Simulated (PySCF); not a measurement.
Simulated outer-valence photoelectron spectrum of `Bc1c[cH+]1`. Theory: EOM-IP-CCSD/aug-cc-pVDZ in PySCF, restricted Hartree–Fock reference, 4 core orbitals frozen, non-relativistic, gas phase, PBE0-D3(BJ)/def2-SVP geometry.

Each root has a Gaussian of 0.6 eV full width with its one-hole share as area; cross sections and vibrations are left out, and the highest printed point is 100.

| ionisation energy (eV) | intensity |
| --- | --- |
| 17.4 | 0 |
| 17.5 | 1 |
| 17.6 | 3 |
| 17.7 | 8 |
| 17.8 | 17 |
| 17.9 | 33 |
| 18.0 | 53 |
| 18.1 | 74 |
| 18.2 | 91 |
| 18.3 | 99 |
| 18.4 | 100 |
| 18.5 | 98 |
| 18.6 | 99 |
| 18.7 | 100 |
| 18.8 | 98 |
| 18.9 | 88 |
| 19.0 | 71 |
| 19.1 | 52 |
| 19.2 | 39 |
| 19.3 | 36 |
| 19.4 | 45 |
| 19.5 | 62 |
| 19.6 | 79 |
| 19.7 | 88 |
| 19.8 | 85 |
| 19.9 | 70 |
| 20.0 | 50 |
| 20.1 | 32 |
| 20.2 | 20 |
| 20.3 | 16 |
| 20.4 | 23 |
| 20.5 | 37 |
| 20.6 | 57 |
| 20.7 | 76 |
| 20.8 | 87 |
| 20.9 | 86 |
| 21.0 | 72 |
| 21.1 | 52 |
| 21.2 | 33 |
| 21.3 | 17 |
| 21.4 | 8 |
| 21.5 | 3 |
| 21.6 | 1 |
| 21.7 | 0 |

Problem. Where are the maxima, and how many lines lie under the curve?

Solution. 4 maxima, at 18.4, 18.7, 19.7 and 20.8 eV, from 4 lines.

Problem. List the lines with their holes.

Solution. 
```tsv
E (eV)	leading hole (HF orbital)	area	Koopmans (eV)
18.26	HOMO	0.96	18.63
18.82	HOMO-1	0.96	19.68
19.73	HOMO-2	0.96	20.58
20.84	HOMO-3	0.95	20.83
```

The widest gap, 1.11 eV, lies between 19.73 and 20.84 eV. Only orbitals with −ε under 21 eV, eight at most, were ionised, so the high end of the curve may lack lines.

One conformer stands for the species.
